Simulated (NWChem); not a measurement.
System: C2H5AlClN; SMILES C=[CH][Al]([NH2])[Cl]

```xyz
10

Al     0.2115    -0.0373    -0.0009
Cl    -0.5485    -2.0081     0.0007
C     -0.9967     1.4779    -0.0025
C     -0.5754     2.7519     0.0024
H     -2.0842     1.3191    -0.0071
H     -1.2682     3.6034     0.0017
H      0.4886     3.0208     0.0074
N      1.9681     0.1339    -0.0003
H      2.6160    -0.6458     0.0014
H      2.4792     1.0090    -0.0021
```
Atoms are numbered in this order, from 1.

All runs: NWChem. All runs use the structure optimised with PBE0/def2-SVP.

Taking TPSS/pcseg-2 as the yardstick, which of these has the fewest basis functions while keeping “dipole (D)” within 0.05 D of it: TPSS/def2-SVP; TPSS/pcseg-1; TPSS/aug-pcseg-1; TPSS/STO-3G?

TPSS/def2-SVP (a larger set in the list lies outside the tolerance).
```tsv
level	basis functions	dipole (D)	relative time (rough)
TPSS/STO-3G	38	3.22	1
TPSS/pcseg-1	103	2.85	4
TPSS/def2-SVP	103	2.58	3
TPSS/aug-pcseg-1	168	2.47	20
TPSS/pcseg-2	228	2.57	10
```

The yardstick is one finite set, not the basis-set limit.
